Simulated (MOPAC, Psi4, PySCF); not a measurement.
Approach curve of the dimer CO2 ··· C2H2 (SMILES O=C=O and C#C). Monomers: optimised at B3LYP-D3(BJ) (def2-TZVP), held rigid. Orientation: a random orientation, not optimised. The monomers approach along the line of their centres of mass (distance R); nothing else relaxes.

Geometry at R = 4.30 Å (first 3 atoms: monomer A):
```
7

O     -1.1597     0.0000     0.0000
C      0.0000     0.0000     0.0000
O      1.1597     0.0000     0.0000
C     -4.3638    -1.2735    -0.4946
C     -3.4889    -1.8767    -1.0451
H     -5.1408    -0.7378    -0.0062
H     -2.7119    -2.4124    -1.5335
```

- SAPT0/jun-cc-pVDZ, frozen core (Psi4)
- PBE/def2-TZVP, counterpoise-corrected (Psi4)
- MP2/aug-cc-pVDZ = DF-MP2/aug-cc-pVDZ, frozen core, counterpoise-corrected (Psi4)
- PM3, restricted, heats of formation (MOPAC)
- RHF/6-31G* = restricted Hartree-Fock/6-31G*, spherical d, no counterpoise correction run with PySCF

Interaction energies in kJ/mol (negative: bound); R is the distance of the centres of mass, d the O1···C5 distance.

```csv
R / Å,d / Å,SAPT0/jun-cc-pVDZ,PBE/def2-TZVP,MP2/aug-cc-pVDZ,PM3,RHF/6-31G*
3.69,2.60,24.66,22.65,19.93,17.96,31.94
3.92,2.81,12.24,11.09,8.53,10.21,16.46
4.11,2.99,7.02,6.18,3.99,6.48,9.62
4.30,3.17,4.19,3.50,1.73,4.19,5.72
4.49,3.35,2.65,2.05,0.66,2.77,3.52
4.73,3.58,1.64,1.14,0.12,1.73,2.11
5.00,3.84,1.09,0.71,-0.03,1.10,1.43
5.27,4.10,0.81,0.54,-0.02,0.76,1.14
5.84,4.65,0.52,0.41,0.06,0.42,0.78
6.49,5.29,0.35,0.31,0.09,0.25,0.49
7.48,6.26,0.19,0.18,0.07,0.13,0.25
8.83,7.60,0.09,0.08,0.04,0.06,0.11
```

Lowest grid point: SAPT0/jun-cc-pVDZ 0.09 kJ/mol at R = 8.83 Å; PBE/def2-TZVP 0.08 kJ/mol at R = 8.83 Å; MP2/aug-cc-pVDZ -0.03 kJ/mol at R = 5.00 Å; PM3 0.06 kJ/mol at R = 8.83 Å; RHF/6-31G* 0.11 kJ/mol at R = 8.83 Å.
